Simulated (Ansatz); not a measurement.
`O[Si](O)(F)F` from Hartree–Fock to CCSD(T)

```xyz
7

O     1.4966   -0.1283    0.1867
Si   -0.1095   -0.0482    0.1238
O    -0.5031    0.5659   -1.3107
F    -0.7879   -1.4655    0.3142
F    -0.6583    0.8286    1.3219
H     1.9272   -0.1212    1.0418
H    -1.3650    0.3685   -1.6779
```

Total charge 0; spin multiplicity 1. The structure was optimised at the PBE0-D4/def2-TZVP level. It is one conformer, not always the lowest. Frozen core, restricted reference, Ansatz. CBS rows extrapolate triple and quadruple zeta; past MP2 they add the triple-zeta difference.

```json
{"basis": "def2-SVP", "HF (Eh)": "-638.56351", "MP2 corr.": "-0.82773"}
{"basis": "def2-TZVPP", "HF (Eh)": "-639.14570", "MP2 corr.": "-1.08687"}
{"basis": "def2-QZVPP", "HF (Eh)": "-639.17296", "MP2 corr.": "-1.18570"}
```

(1) Estimate the CCSD correlation energy and the (T) correction in each basis where they were run (hartree).

Results:

(1) 
```csv
basis,CCSD corr.,(T)
def2-SVP,-0.84260,-0.01384
def2-TZVPP,-1.09319,-0.03357
CBS(def2),-1.26524,as TZ
```
